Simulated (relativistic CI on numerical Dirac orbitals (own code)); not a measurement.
## Hyperfine structure of Sr³¹⁺, mass number 87

Computed by Dirac-Coulomb-Breit CI, separate exchange-only KLI orbitals for each configuration, QED by a radiative potential, unscaled Slater integrals (own radial code, finite nucleus).

Configurations in the expansion (outside the closed core 1s2): 2s2 2p3, 2s 2p4, 2p5, 2p4 3s, 2p4 3p, 2p4 3d, 2s2 2p2 3s, 2s2 2p2 3p, 2s2 2p2 3d, 2s 2p3 3s, 2s 2p3 3p, 2s 2p3 3d, 2s2 2p2 4s, 2s2 2p2 4p, 2s2 2p2 4d, 2s2 2p2 4f. Levels of other configurations are missing.

Nuclear spin I = 9/2, μ = -1.09316 μN, Q = 0.305 b (tables of Stone and Pyykkö). The electronic factors are computed for point nuclear moments, without core polarisation or the Bohr-Weisskopf and QED corrections.

```tsv
Level	E (cm⁻¹)	A (GHz)	B (GHz)
2s2 2p3 2D°_3/2	495069	-4.991	22
2s2 2p3 2D°_5/2	608638	-45.65	-0.198
2s2 2p3 2P°_1/2	753233	-133.2	
2s2 2p3 2P°_3/2	1243148	-25.22	-61.7
2s 2p4 4P_5/2	1581458	-103.1	34.4
2s 2p4 4P_3/2	1884769	0.09014	-36.6
2s 2p4 4P_1/2	1888429	-345.4	
2s 2p4 2D_5/2	2397323	-126.3	-89.3
```

Levels with J = 0, under 50 % of one LS term, or S terms without an open s electron are left out. Small factors come from cancelling terms and can be off by tens of per cent or more.

At this charge energies of transitions that change n are usually good to better than 1 %, and those within a shell (Δn = 0) to a few per cent.

Problem. Give the hyperfine levels of 2s2 2p3 2D°_5/2 relative to its centre of gravity.

Solution. With K = F(F + 1) − I(I + 1) − J(J + 1), E = AK/2 + B[¾K(K + 1) − I(I + 1)J(J + 1)]/[2I(2I − 1)J(2J − 1)]: F = 2: 627.7, F = 3: 490.8, F = 4: 308.2, F = 5: 79.95, F = 6: -194, F = 7: -513.7 GHz.

LS names give the leading component of a level, which can be under half, so a name can repeat, a term be missing and a line seem to break the LS rules.
